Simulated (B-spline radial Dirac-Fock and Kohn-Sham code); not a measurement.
## Dipole and non-dipole photoemission parameters of B 2s

System: the free boron atom, [He] 2s2 2p1; threshold 11.89 eV (orbital energy of the model). Level of theory: Dirac-Hartree-Slater photoionisation with a Latter tail; cross sections with all multipoles, angular parameters from the dipole term and its interference with E2; a radial atomic solver.

The run's input, task.json:

```json
{"items": [{
  "Z": 5,
  "q": 0,
  "cfg": [[1, 0, 2], [2, 0, 2], [2, 1, 1]],
  "A": 11,
  "rrms": 2.406,
  "do": "xps",
  "hv": [91.6, 122.0, 154.0, 200.0, 239.0, 304.0, 363.0, 381.0, 400, 509.0, 517.0, 636.0, 1000, 1130.0, 1486.9, 1520.0, 3250.0, 3520.0, 4000, 5070.0, 5414.7, 5580.0, 6000, 6310.0, 7790.0, 8700.0, 10700.0, 12000, 13100.0, 15000],
  "edges": {"K": 188.0}
}]}
```

Run with: `python xray2_run.py task.json out`

For linearly polarised light dσ/dΩ = σ/(4π) [1 + β P₂(cos θ) + (δ + γ cos²θ) sin θ cos φ], with θ from the polarisation vector and φ the angle between the beam and the projection of the electron momentum on the plane normal to the polarisation.

```
hν (eV)    σ (kb)      β      γ
   91.6       278  2.000  0.036
    122       155  2.000  0.078
    154      93.7  2.000  0.117
    200      51.8  2.000  0.163
    239         ?      ?      ?
    304      19.3  2.000  0.249
    363      12.6  2.000  0.292
    381      11.1  2.000  0.305
    400      9.87  2.000  0.318
    509      5.36  2.000  0.387
    517      5.15  2.000  0.392
    636      3.01  2.000  0.457
   1000     0.879  2.000  0.631
   1130     0.624  2.000  0.684
 1486.9     0.284  2.000  0.814
   1520     0.266  2.000  0.825
   3250    0.0273  2.000  1.278
   3520    0.0214  2.000  1.335
   4000    0.0144  2.000  1.432
   5070   0.00687  2.000  1.629
 5414.7   0.00559  2.000  1.688
   5580   0.00508  2.000  1.716
   6000   0.00404  2.000  1.784
   6310   0.00344  2.000  1.833
   7790   0.00175  2.000  2.049
   8700   0.00123  2.000  2.170
  10700  0.000628  2.000  2.416
  12000  0.000432  2.000  2.562
  13100  0.000325  2.000  2.680
  15000  0.000208  2.000  2.871
```

Q: Give the values at 239 eV.

A: σ = 34.2 kb, β = 2.000, γ = 0.197. For an s subshell δ is negligible.

Values without a named source are computed, but for edge energies of neutral atoms, which are taken from tables.
